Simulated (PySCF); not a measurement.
Species: GaCl3.
Z-matrix (Å and degrees, PBE0-D3(BJ)/def2-SVP geometry), rows numbered from 1:
```
Ga
Cl  1  2.1215
Cl  1  2.1224  2  119.66
Cl  1  2.1225  2  119.90  3   179.70
```

Computed at PBE0/pcSseg-1 (pcSseg-2 on Ga) (PySCF, non-relativistic), with Q(69Ga) = 0.171 b, Q(35Cl) = −0.0817 b: Ga1, 69Ga (I = 3/2): χzz = 96.36 MHz, η = 0.005; Cl2, 35Cl (I = 3/2): χzz = -43.24 MHz, η = 0.258.

(1) Find the zero-field quadrupole resonance frequencies of 69Ga at Ga1.

(2) Find the zero-field quadrupole resonance frequencies of 35Cl at Cl2.

Results:

(1) From ν = (|χ|/2)√(1 + η²/3): ν = 48.18 MHz (gallium bonded to 3 Cl).

(2) From ν = (|χ|/2)√(1 + η²/3): ν = 21.86 MHz (chlorine bonded to Ga). For 37Cl the ratio of quadrupole moments, 0.7881, gives 17.23 MHz.

In a crystal, neighbours and librations shift these lines. Geometry: PBE0-D3(BJ)/def2-SVP; no solvent, vibrations or thermal averaging. The calculation is non-relativistic, for gallium too. A larger basis could move these couplings by a tenth or more.
